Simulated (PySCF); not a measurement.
A TDDFT job was run through a driver script with this input:

```
{"job": {"kind": "uv", "xc": "wB97X-D", "basis": "def2-SVPD", "nstates": 8, "ntriplets": 3}, "charge": 0, "multiplicity": 1}
C     -3.067809     0.636530    -0.750005
O     -1.729248     0.427425    -0.335469
C     -1.437002    -0.846514     0.095606
F     -1.502833    -1.727693    -0.989746
Si     0.365100    -0.742072     0.762226
Si     1.535205     0.531188    -0.778704
C      3.401990     0.292129    -0.488592
H     -3.360514    -0.094762    -1.509076
H     -3.750770     0.562028     0.104408
H     -3.104465     1.637980    -1.172664
H     -2.193873    -1.232585     0.797083
H      0.198924    -0.171929     2.109227
H      0.758961    -2.140922     0.984335
H      1.251612     0.168695    -2.175822
H      1.248803     1.969294    -0.642960
H      3.706383    -0.740355    -0.639922
H      3.685642     0.571607     0.522336
H      3.985136     0.906276    -1.168677
```

Its output, with some lines taken out ([cut]) and without the SCF cycles:

```
converged SCF energy = -874.4951790514

[cut]

Singlet excitations
state   eV       nm        f      main configurations
  1   7.0621    175.6   0.06689   H->L 0.75, H->L+1 0.10
  2   7.3468    168.8   0.01879   H->L+1 0.73, H->L+2 0.11
  3   7.5976    163.2   0.06150   H-2->L 0.39, H-1->L 0.35, H->L 0.08
[cut]
[cut]
[cut]
[cut]
  8   8.2436    150.4   0.13614   H-4->L 0.40, H-3->L 0.17, H-1->L+1 0.10

Triplet excitations (Tamm-Dancoff, eV): 6.1742 6.5850 7.1159
```

Theory: PySCF 2.14.0, density-fitted response routines, TDDFT wB97X-D/def2-SVPD, vertical, gas phase, core orbitals frozen in the response. The structure is a single GFN2-xTB conformer in the gas phase; no vibrational or solvent corrections. The geometry optimisation had not met its thresholds, so the values belong to a structure short of the stationary point.

Question: What stood in the cut lines?

Answer: 
```
Static polarisability (au): isotropic 99.581, principal 84.626 98.237 115.881
  4   7.9204    156.5   0.01888   H-1->L 0.29, H-3->L 0.22, H-2->L 0.20
  5   8.0444    154.1   0.00488   H-2->L+1 0.31, H-1->L+1 0.24, H-4->L 0.15
  6   8.1163    152.8   0.00185   H-3->L 0.27, H->L+2 0.23, H-2->L 0.10
  7   8.1526    152.1   0.04218   H-4->L 0.23, H->L+2 0.20, H-3->L 0.17
```

Question: Give the energy of state 2 in hartree, cm⁻¹ and kJ/mol.

Answer: 0.26999 hartree, 59256 cm⁻¹, 708.9 kJ/mol.

Question: What is the polarisability anisotropy, √(½[(α1 − α2)² + (α2 − α3)² + (α3 − α1)²])?

Answer: 27.14 au.

Question: What share of the summed oscillator strength falls to the strongest level in this window?

Answer: State 8 at 150 nm: 0.1361 of 0.3511, or 39%.

Question: Which species is it?

Answer: `CO[C@@H](F)[SiH2][SiH2]C` (C3H11FOSi2), point group C1.

H and L stand for HOMO and LUMO.

The pairwise dispersion term of wB97X-D wasn't added to the energies; at a given geometry it leaves orbitals and properties as they are.
